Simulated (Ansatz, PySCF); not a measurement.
Here is a job for Ansatz (a first-principles code).
Ansatz 0.2 input:
```yaml
crystal:
  periodic: [false, false, false]
  atoms:
    - {symbol: Ge, position_ang: [-0.00000000, -0.00000000, -0.40135630]}
    - {symbol: F, position_ang: [0.00000000, 0.00000000, 1.42704462]}
basis:
  gaussian:
    orbitals: def2-SVP
hamiltonian:
  xc: r2scan
magnetization: {spin_polarized: true, initial_magnetization: 1}
accuracy: high
```

Write the same job for PySCF.

This is not unique; one that fits is 
```python
from pyscf import gto, scf, dft

mol = gto.Mole()
mol.atom = '''
    Ge   -0.00000000   -0.00000000   -0.40135630
    F     0.00000000    0.00000000    1.42704462
'''
mol.basis = 'def2-svp'
mol.spin = 1
mol.verbose = 4
mol.build()

mf = dft.UKS(mol)
mf.xc = 'r2scan'
mf.grids.atom_grid = (99, 590)
mf.grids.prune = None
mf.kernel()
```

Both were run: Ansatz gave -2176.438490 Eh and PySCF -2176.438515 Eh, 0.025 mEh apart.
